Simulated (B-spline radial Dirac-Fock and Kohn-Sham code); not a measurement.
**Photoionisation of gallium ions at Ga Kα (9251.7 eV)**

Model: the independent-particle Dirac-Slater model, thresholds from Dirac-Fock. Program: a radial atomic solver. Cross sections in kb; a dash marks an empty subshell or a threshold above the photon energy.

```
 ion      configuration  total    2s  2p1/2  2p3/2   3p1/2    3d3/2
  Ga  [Ar] 3d10 4s2 4p1  4.717  2.19  0.679   1.23  0.0901  0.00495
 Ga⁺      [Ar] 3d10 4s2  4.719  2.19  0.679   1.23  0.0901  0.00496
Ga³⁺          [Ar] 3d10  4.693  2.19  0.679   1.23  0.0902  0.00506
Ga⁶⁺           [Ar] 3d7  4.736  2.19  0.679   1.23  0.0981  0.00447
```

Values without a named source are computed, but for edge energies of neutral atoms, which are taken from tables.
